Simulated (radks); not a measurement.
Tb2+, configuration [Xe] 4f7.5 6p1.5 (fractional occupations, a model configuration).

All-electron calculation, Dirac Kohn-Sham, PBE, spin-unpolarised, spherical densities, finite nucleus; open shells are shared between the two j in proportion to 2j + 1; Fermi nuclear charge, rms radius 5.06 fm. Program: a radial shooting solver on a logarithmic mesh with Libxc functionals.

Energy parts (eV):
part                      energy
total                 -318825.30
kinetic                348644.36
electron-nucleus      -782972.12
Hartree                122470.30
exchange-correlation    -6967.84

Orbitals (lengths in bohr, moments of r in powers of bohr; r(max) is where P^2 peaks):
orbital,occ.,eigenvalue (eV),<1/r>,r(max)
1s1/2,2,-51825.47,73.09,0.01364
2s1/2,2,-8612.702,17.47,0.07767
2p1/2,2,-8186.562,17.45,0.05859
2p3/2,4,-7440.075,15.35,0.06451
3s1/2,2,-1935.433,6.377,0.2200
3p1/2,2,-1750.033,6.292,0.2073
3p3/2,4,-1595.957,5.759,0.2198
3d3/2,4,-1276.371,5.638,0.1744
3d5/2,6,-1242.767,5.506,0.1779
4s1/2,2,-408.3749,2.669,0.5048
4p1/2,2,-335.6371,2.563,0.5085
4p3/2,4,-301.1327,2.382,0.5349
4d3/2,4,-181.2172,2.165,0.5409
4d5/2,6,-174.9468,2.120,0.5495
4f5/2,3.21429,-32.6932,1.613,0.5444
4f7/2,4.28571,-31.8122,1.595,0.5491
5s1/2,2,-72.9001,1.037,1.165
5p1/2,2,-52.3359,0.9262,1.261
5p3/2,4,-47.3254,0.8648,1.334
6p1/2,0.5,-13.8902,0.3409,3.399
6p3/2,1,-13.1897,0.3255,3.564

The highest occupied level is 6p3/2 at -13.190 eV. The electron density at the nucleus is 6.867e+05 e/bohr^3.
